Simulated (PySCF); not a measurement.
Working out the excitation energy of B²⁺

B²⁺ [He] 2s1 (2S) → B²⁺ [He] 2p1 (2P). Calculation: PySCF 2.14, in x2c-TZVPPall; scalar relativity by spin-free X2C-1e. Frozen: nothing. Energies in hartree (1 hartree = 27.21139 eV):

```json
{"part": "UHF", "B²⁺ (lower)": "-23.381994", "B²⁺ (upper)": "-23.159536"}
{"part": "CCSD correlation", "B²⁺ (lower)": "-0.015637", "B²⁺ (upper)": "-0.016460"}
{"part": "(T)", "B²⁺ (lower)": "-0.000008", "B²⁺ (upper)": "-0.000009"}
```

Q: What does Hartree-Fock give?

A: (-23.159536) − (-23.381994) = 0.222458 hartree = 6.053 eV.

Q: What do CCSD and CCSD(T) give?

A: The CCSD correlation energies differ by -0.000823 hartree = -0.022 eV and the triples by -0.000001 hartree = 0.000 eV, so CCSD gives 6.031 eV and CCSD(T) 6.031 eV.
